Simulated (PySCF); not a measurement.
PySCF job for InF₂Cl, SMILES [F][In]([F])[Cl], TDA-PBE0/def2-SVPD. The structure is a stationary point at B3LYP-D3(BJ)/def2-SVP. The def2 effective core potentials stand for the cores of In; spin–orbit coupling is left out.

```python
import numpy as np
from pyscf import gto, scf, dft, tdscf

mol = gto.M(
    atom='''
    In    0.00000000    0.00000000   -0.25235263
    F     0.00000000   -1.66013688   -1.26935700
    F     0.00000000    1.66013688   -1.26935700
    Cl    0.00000000    0.00000000    2.07139438
    ''',
    basis='def2-SVPD',
    ecp={'In': 'def2-svp'},
    charge=0,
    spin=0,
    symmetry=True,
    max_memory=1600,
    verbose=4,
)
mf = dft.RKS(mol, xc='pbe0').density_fit(auxbasis='def2-universal-jkfit')
mf.grids.level = 3
mf.conv_tol = 1e-9
mf.max_cycle = 100
mf.kernel()
mf.grids = dft.Grids(mol).set(level=1).build(with_non0tab=True)  # coarser grid for the response kernel
td = tdscf.TDA(mf)
td.singlet = True
td.nstates = 10
td.conv_tol = 1e-4
td.kernel(x0=td.get_init_guess(mf, 15))
td.analyze()
tt = tdscf.TDA(mf)
tt.singlet = False
tt.nstates = 4
tt.conv_tol = 1e-4
tt.kernel(x0=tt.get_init_guess(mf, 9))
tt.analyze(verbose=3)
```

Output:

```
PySCF version 2.14.0

[INPUT] verbose = 4
[INPUT] num. atoms = 4
[INPUT] num. electrons = 56
[INPUT] charge = 0
[INPUT] spin (= nelec alpha-beta = 2S) = 0
[INPUT] symmetry True subgroup None
[INPUT] Mole.unit = angstrom
[INPUT] Symbol           X                Y                Z      unit          X                Y                Z       unit  Magmom
[INPUT]  1 In     0.000000000000   0.000000000000  -0.252352630000 AA    0.000000000000   0.000000000000  -0.476877357514 Bohr   0.0
[INPUT]  2 F      0.000000000000  -1.660136880000  -1.269357000000 AA    0.000000000000  -3.137204032490  -2.398737084300 Bohr   0.0
[INPUT]  3 F      0.000000000000   1.660136880000  -1.269357000000 AA    0.000000000000   3.137204032490  -2.398737084300 Bohr   0.0
[INPUT]  4 Cl     0.000000000000   0.000000000000   2.071394380000 AA    0.000000000000   0.000000000000   3.914368074163 Bohr   0.0

nuclear repulsion = 240.357423306457
point group symmetry = C2v
symmetry origin: [ 0.00000000e+00  0.00000000e+00 -9.22366319e-09]
symmetry axis x: [1. 0. 0.]
symmetry axis y: [0. 1. 0.]
symmetry axis z: [0. 0. 1.]
num. orbitals of irrep A1 = 44
num. orbitals of irrep A2 = 12
num. orbitals of irrep B1 = 20
num. orbitals of irrep B2 = 29
number of shells = 41
number of NR pGTOs = 178
number of NR cGTOs = 105
basis = def2-SVPD
ecp = {'In': 'def2-svp'}


[settings echo left out]
init E= -828.108760259045
HOMO (B2) = -0.686133374788922  LUMO (A1) = -0.646600362863097  gap/eV = 1.07575
cycle= 1 E= -848.60865922572  delta_E= -20.5  |g|= 1.96  |ddm|=   13
HOMO (B2) = -0.150130582729421  LUMO (A1) = -0.0641298568252395  gap/eV = 2.34020
cycle= 2 E= -848.456509769742  delta_E= 0.152  |g|= 2.24  |ddm|= 6.22
HOMO (B2) = -0.368337037446491  LUMO (A1) = -0.132345530623752  gap/eV = 6.42166
cycle= 3 E= -849.479470934613  delta_E= -1.02  |g|= 0.274  |ddm|= 2.15
HOMO (B2) = -0.366084608512222  LUMO (A1) = -0.133610774283682  gap/eV = 6.32594
cycle= 4 E= -849.470693480306  delta_E= 0.00878  |g|= 0.358  |ddm|= 0.471
HOMO (B2) = -0.366625234798132  LUMO (A1) = -0.135654124969783  gap/eV = 6.28504
cycle= 5 E= -849.493149131679  delta_E= -0.0225  |g|= 0.00991  |ddm|= 0.275
HOMO (B2) = -0.36707544466276  LUMO (A1) = -0.133890503531326  gap/eV = 6.34529
cycle= 6 E= -849.493171964989  delta_E= -2.28e-05  |g|= 0.00131  |ddm|= 0.0157
HOMO (B2) = -0.367244414065105  LUMO (A1) = -0.134069132040629  gap/eV = 6.34502
cycle= 7 E= -849.493172442075  delta_E= -4.77e-07  |g|= 0.000459  |ddm|= 0.00228
HOMO (B2) = -0.367179856992909  LUMO (A1) = -0.13404613803133  gap/eV = 6.34389
cycle= 8 E= -849.493172504285  delta_E= -6.22e-08  |g|= 5.89e-05  |ddm|= 0.000663
HOMO (B2) = -0.367182921517657  LUMO (A1) = -0.134049383357983  gap/eV = 6.34389
cycle= 9 E= -849.493172505331  delta_E= -1.05e-09  |g|= 8.71e-06  |ddm|= 9.03e-05
HOMO (B2) = -0.367182312279034  LUMO (A1) = -0.1340499855568  gap/eV = 6.34385
cycle= 10 E= -849.493172505358  delta_E= -2.73e-11  |g|= 2.54e-06  |ddm|= 1.7e-05
HOMO (B2) = -0.367183273306004  LUMO (A1) = -0.134049800719943  gap/eV = 6.34388
Extra cycle  E= -849.493172505356  delta_E= 2.27e-12  |g|= 4.18e-06  |ddm|= 7.36e-06
converged SCF energy = -849.493172505356
tot grids = 25008


******** <class 'pyscf.tdscf.rks.TDA'> for <class 'pyscf.df.df_jk.DFSymAdaptedRKS'> ********
nstates = 10 singlet
deg_eia_thresh = 1.000e-03
wfnsym = None
conv_tol = 0.0001
eigh lindep = 1e-12
eigh level_shift = 0
eigh max_cycle = 100


Excitation energies (eV)
[4.91955714 5.00749057 5.94960134 5.9552681  5.96234392 6.35437449
 6.77574939 6.86161259 7.41269697 7.64062538]

** Singlet excitation energies and oscillator strengths **
Excited State   1:   B2      4.91956 eV    252.02 nm  f=0.0160
      28 -> 29        0.70183
Excited State   2:   B1      5.00749 eV    247.60 nm  f=0.0093
      27 -> 29        0.70412
Excited State   3:   A2      5.94960 eV    208.39 nm  f=0.0000
      24 -> 29        0.70328
Excited State   4:   B2      5.95527 eV    208.19 nm  f=0.0171
      21 -> 29       -0.15724
      25 -> 29        0.68288
Excited State   5:   A1      5.96234 eV    207.95 nm  f=0.0833
      22 -> 29       -0.31591
      26 -> 29       -0.61364
      27 -> 30        0.12421
Excited State   6:   B1      6.35437 eV    195.12 nm  f=0.0376
      23 -> 29       -0.70144
Excited State   7:   A2      6.77575 eV    182.98 nm  f=0.0000
      28 -> 30        0.70561
Excited State   8:   A1      6.86161 eV    180.69 nm  f=0.0109
      22 -> 29        0.45457
      26 -> 29       -0.12624
      27 -> 30        0.52061
Excited State   9:   B2      7.41270 eV    167.26 nm  f=0.0618
      21 -> 29        0.57497
      24 -> 30       -0.38402
      25 -> 29        0.10588
Excited State  10:   B1      7.64063 eV    162.27 nm  f=0.0044
      26 -> 30       -0.70292

** Transition electric dipole moments (AU) **
state          X           Y           Z        Dip. S.      Osc.
  1        -0.0000      0.3643      0.0000      0.1327      0.0160
  2         0.2747     -0.0000     -0.0000      0.0754      0.0093
  3         0.0000      0.0000     -0.0000      0.0000      0.0000
  4         0.0000     -0.3425     -0.0000      0.1173      0.0171
  5        -0.0000      0.0000      0.7552      0.5704      0.0833
  6         0.4913     -0.0000     -0.0000      0.2414      0.0376
  7        -0.0000      0.0000      0.0000      0.0000      0.0000
  8         0.0000     -0.0000      0.2549      0.0650      0.0109
  9        -0.0000     -0.5835     -0.0000      0.3404      0.0618
 10        -0.1526      0.0000     -0.0000      0.0233      0.0044

WARN: ECP detected. Skipping calculation of transition velocity and magnetic dipole moments, which have not yet been implemented.



******** <class 'pyscf.tdscf.rks.TDA'> for <class 'pyscf.df.df_jk.DFSymAdaptedRKS'> ********
nstates = 4 triplet
deg_eia_thresh = 1.000e-03
wfnsym = None
conv_tol = 0.0001
eigh lindep = 1e-12
eigh level_shift = 0
eigh max_cycle = 100


Excitation energies (eV)
[4.4802536  4.60938146 5.1494367  5.45932453]

** Triplet excitation energies and oscillator strengths **
Excited State   1:   B2      4.48025 eV    276.73 nm  f=0.0000
Excited State   2:   B1      4.60938 eV    268.98 nm  f=0.0000
Excited State   3:   A1      5.14944 eV    240.77 nm  f=0.0000
Excited State   4:   B2      5.45932 eV    227.11 nm  f=0.0000
```

The run converged.
